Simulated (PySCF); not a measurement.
**Electron correlation in Rh (rhodium, neutral)**

[Kr] 4d7 5s2, high-spin 4F determinant (an excited configuration). All numbers are calculated (PySCF 2.14, the spin-free X2C one-electron Hamiltonian (Gaussian nucleus), in x2c-TZVPPall with one added diffuse shell each of s, p, d, f type (9s7p7d3f1g, 95 functions)). Frozen: [Kr]; 9 electrons correlated.

MP2 pair energies summed by pair of shells (mhartree):

| pair | energy | share (%) |
| --- | --- | --- |
| 4d-4d | -154.71 | 66.2 |
| 4d-5s | -58.62 | 25.1 |
| 5s-5s | -20.23 | 8.7 |

Total MP2 correlation energy: -233.55 mhartree.

Same-spin part -89.62 and opposite-spin part -143.93 mhartree; SCS-MP2 scales them by 1/3 and 6/5 to -202.59 mhartree.
